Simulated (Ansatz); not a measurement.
Worked example: ideal-gas entropy of SrO (SMILES [O][Sr])

A linear singlet with charge 0, relaxed at PBE0-D4/def2-TZVP (core potential) (Ansatz 0.2.0):

```xyz
2

O     0.0000    0.0000    0.0455
Sr    0.0000    0.0000    1.9577
```

Harmonic wavenumbers in cm⁻¹: 696.

Masses in u: O 15.999, Sr 87.62. Take T = 298.15 K, p = 1 bar, R = 8.3145 J/(mol K), kT/hc = 207.22 cm⁻¹, rigid rotor and harmonic oscillator.

**Question.** Compute the standard molar entropy.

**Answer.** 
1. Translation (Sackur–Tetrode): S = R[3/2 ln M + 5/2 ln T − 1.1517] with M = 103.619 gives 166.7 J/(mol K).
2. Rotation: the moment of inertia is 49.468 u Å², so B = 16.8576/I = 0.3408 cm⁻¹; σ = 1; q = kT/(σhcB) = 608.0; S = R(ln q + 1) = 61.6.
3. Vibration: with u = ν̃/207.22, each mode gives R[u/(eᵘ − 1) − ln(1 − e⁻ᵘ)]; the sum is 1.3, most from 696 cm⁻¹ (1.3).
4. Electronic: R ln 1 = 0.0, from the spin multiplicity alone.
5. Sum: 166.7 + 61.6 + 1.3 + 0.0 = 229.6 J/(mol K).

No measured value is set beside it here.
